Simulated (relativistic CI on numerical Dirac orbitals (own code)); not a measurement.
Sensitivity of the levels of Cs25+ to α and to the nuclear radius

Method of calculation: Dirac-Coulomb-Breit CI, KLI orbitals optimised for each configuration, derivatives by finite differences, unscaled Slater integrals, QED left out (own radial code, finite nucleus).

Configurations in the expansion (outside the closed core [Ar] 3d10): 4s², 4s4p, 4p², 4s4d, 4d², 4s4f, 4p4d, 4f². Levels of other configurations are missing.

With x = (α/α₀)² − 1 an excitation energy changes as ω = ω₀ + qx; K = 2q/ω₀ is the relative enhancement. Terms are leading LS components, so labels can repeat. The field-shift factor is F = δν/δ⟨r²⟩ for the transition from the lowest level.

Lowest level 4s² ¹S0.

| Level | ω₀ (cm⁻¹) | q (cm⁻¹) | K | F (GHz/fm²) |
| --- | --- | --- | --- | --- |
| 4s4p ³P°0 | 386522 | 32040 | 0.166 | -232 |
| 4s4p ³P°1 | 413006 | 45770 | 0.222 | -233 |
| 4s4p ³P°2 | 545789 | 207900 | 0.762 | -239 |
| 4s4p ¹P°1 | 649359 | 198800 | 0.612 | -242 |
| 4p² ³P0 | 898797 | 77250 | 0.172 | -471 |
| 4p² ³P1 | 1029613 | 245100 | 0.476 | -478 |
| 4p² ¹D2 | 1034621 | 244300 | 0.472 | -465 |
| 4p² ³P2 | 1184025 | 406600 | 0.687 | -467 |
| 4p² ¹S0 | 1258415 | 413100 | 0.656 | -481 |
| 4s4d ³D1 | 1306413 | 221900 | 0.34 | -237 |
| 4s4d ³D2 | 1317155 | 231900 | 0.352 | -238 |
| 4s4d ³D3 | 1337686 | 253500 | 0.379 | -236 |
| 4s4d ¹D2 | 1425190 | 259800 | 0.365 | -268 |
| 4p4d ³F°2 | 1712383 | 258100 | 0.301 | -475 |
| 4p4d ³F°3 | 1777436 | 308700 | 0.347 | -473 |
| 4p4d ³P°2 | 1793582 | 295700 | 0.33 | -476 |
| 4p4d ³D°1 | 1802709 | 267600 | 0.297 | -476 |
| 4p4d ³F°4 | 1896247 | 460200 | 0.485 | -476 |
| 4p4d ¹D°2 | 1905315 | 435400 | 0.457 | -481 |
| 4p4d ³D°3 | 1928202 | 414900 | 0.43 | -468 |
| 4p4d ³P°0 | 1930658 | 433900 | 0.449 | -482 |
| 4p4d ³P°1 | 1935396 | 435700 | 0.45 | -482 |
| 4p4d ³P°2 | 1951339 | 456700 | 0.468 | -482 |

At this charge energies of transitions that change n are usually good to better than 1 %, and those within a shell (Δn = 0) to a few per cent.
